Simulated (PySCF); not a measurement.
GeF₄ + 2 Cl₂ → GeCl₄ + 2 F₂

Level: B3LYP in the def2-TZVP basis family, all electrons, no relativity, computed in PySCF with density fitting; open shells unrestricted.

```csv
species,state and structure,E (Eh),ZPE (kJ/mol),H(298 K) − H(0) (kJ/mol),S° (J/(mol K))
GeF₄,"singlet, Td, Ge–F 1.702 Å (×4)",-2476.75381,25.4,17.5,303.9
Cl₂,"singlet, D∞h, Cl–Cl 2.014 Å",-920.42200,3.2,9.2,223.0
GeCl₄,"singlet, Td, Ge–Cl 2.138 Å (×4)",-3918.13349,14.7,21.4,350.6
F₂,"singlet, D∞h, F–F 1.396 Å",-199.59957,6.3,8.8,202.2
```

Problem. What is the electronic reaction energy?

Solution. At B3LYP/def2-TZVP, ΔE = 696.2 kJ/mol from the differences of the total energies times 2625.5, uphill. 

Problem. Add zero-point, thermal and entropy terms for 298.15 K and 1 bar.

Solution. ΔZPE = -4.5 and Δ[H(298) − H(0)] = 3.1 kJ/mol give ΔH° = 694.8 kJ/mol. ΔS° = 5.1 J/(mol K), so ΔG° = 694.8 − 298.15 × (0.0051) = 693 kJ/mol.

Only the bonding shown was studied: isomers, or loss of a ligand pair, can lie lower.
